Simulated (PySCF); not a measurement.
Several compounds and their computed core spectra got separated.

The calculation used PySCF, delta-SCF UKS SCAN, pcX-2 on the ionised atom, pcseg-1 elsewhere, spin-free X2C. Geometries: PBE0-D3(BJ)/def2-SVP; isolated species, one conformer each.

Line lists (1s up to Mg, 2p3/2 beyond, nothing for Br or Ge; areas count atoms within a level, one atom standing for each set equivalent by bonding):
1. B 1s: 195.04 eV; C 1s: 291.63 eV; N 1s: 407.80 eV; O 1s: 537.06 eV
2. C 1s: 290.89 (area 1), 290.92 (area 1), 291.14 (area 1) eV; N 1s: 404.79 (area 1), 405.66 (area 1), 406.24 (area 1) eV
3. P 2p3/2: 139.34 eV

Structures:
A. `Cc1c[n]([GeH3])nn1`
B. `CO[BH2-][NH3+]`
C. `BrP(Br)Br`

Q: Which list belongs to which compound?

A: 
- 1 = B: no other candidate has this set of levels. B 1s: 195.04 four-coordinate boron; C 1s: 291.63 methoxy carbon; N 1s: 407.80 nitrogen bonded to B and 3 H; O 1s: 537.06 boron-bound oxygen.
- 2 = A: no other candidate has this set of levels. C 1s: 290.89 benzylic-type carbon, 290.92 substituted aromatic carbon, 291.14 aromatic CH next to a ring nitrogen; N 1s: 404.79 pyridine-type nitrogen, 405.66 pyridine-type nitrogen, 406.24 pyrrole-type nitrogen.
- 3 = C: no other candidate has this set of levels. P 2p3/2: 139.34 three-coordinate phosphorus.

The 2p values aren't plain energy differences: one relaxed spin-free 2p hole is combined with a matrix within the shell (ground-state 2p orbital-energy differences and spin–orbit coupling). 2p3/2, the mean of its two sublevels, lies a third of the splitting below the shell's mean and 2p1/2 two thirds above it; the statistical areas are 2:1.
